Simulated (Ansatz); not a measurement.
C4H10Al (SMILES C[CH2][Al+][CH2]C), charge +1, singlet, at a GFN2-xTB geometry (such geometries of metal compounds can be far from the true shape); CASSCF(6,5)/6-31G (Ansatz, a first-principles code).

The Ansatz input:
Ansatz 0.2 input:
```yaml
crystal:
  periodic: [false, false, false]
  atoms:
    - {symbol: Al, position_ang: [-0.09167300, 0.01328088, 0.19980280]}
    - {symbol: C, position_ang: [1.51097510, -0.83750161, 0.99562461]}
    - {symbol: C, position_ang: [1.69532870, -2.30583855, 0.53337823]}
    - {symbol: H, position_ang: [1.42890422, -0.80679103, 2.09720080]}
    - {symbol: H, position_ang: [2.41138481, -0.25339307, 0.73363373]}
    - {symbol: H, position_ang: [1.82287287, -2.37346713, -0.54687214]}
    - {symbol: H, position_ang: [0.84329976, -2.92417067, 0.81533546]}
    - {symbol: H, position_ang: [2.58385723, -2.72289666, 1.00349630]}
    - {symbol: C, position_ang: [-1.69730265, 0.86449532, -0.58952067]}
    - {symbol: C, position_ang: [-1.39491892, 2.26231748, -1.18812624]}
    - {symbol: H, position_ang: [-2.47723241, 0.95866480, 0.18764762]}
    - {symbol: H, position_ang: [-2.11712502, 0.21076296, -1.37497776]}
    - {symbol: H, position_ang: [-0.65895786, 2.20484802, -1.98989964]}
    - {symbol: H, position_ang: [-1.02007363, 2.94978032, -0.43005391]}
    - {symbol: H, position_ang: [-2.30967433, 2.68317514, -1.60108242]}
basis:
  gaussian:
    orbitals: 6-31G
hamiltonian:
  xc: hf
total_charge: 1
magnetization: {spin_polarized: false}
correlation: {active_space: {window: {electrons: 6, orbitals: 5}}}
```

The log (banner, timings and long lists left out):

```
Functional definition: HF
966 factors; integrals over basis functions are off by at most 1.9e-4 eV
mean field evaluation 1: about -10849.8665 eV, gradient 4.0e1 eV
mean field evaluation 2: about -10849.8612 eV, gradient 4.0e1 eV
mean field evaluation 4: about -10854.0966 eV, gradient 2.5e0 eV
mean field evaluation 8: about -10854.1222 eV, gradient 3.6e-5 eV
mean field -10854.12220956 eV, -398.8816340131 hartree, gradient 8.1e-7 eV, S^2 0.000000; 0 other end points of the search recorded, 0 dependent functions left out
reference -10854.12220956 eV, -398.8816340131 hartree; 23, 23 occupied and 46, 46 virtual orbitals, 966 factors
state -10855.08342380 eV, -398.9169579849 hartree
Total energy: -10855.08342380 eV, -398.9169579849 hartree
```
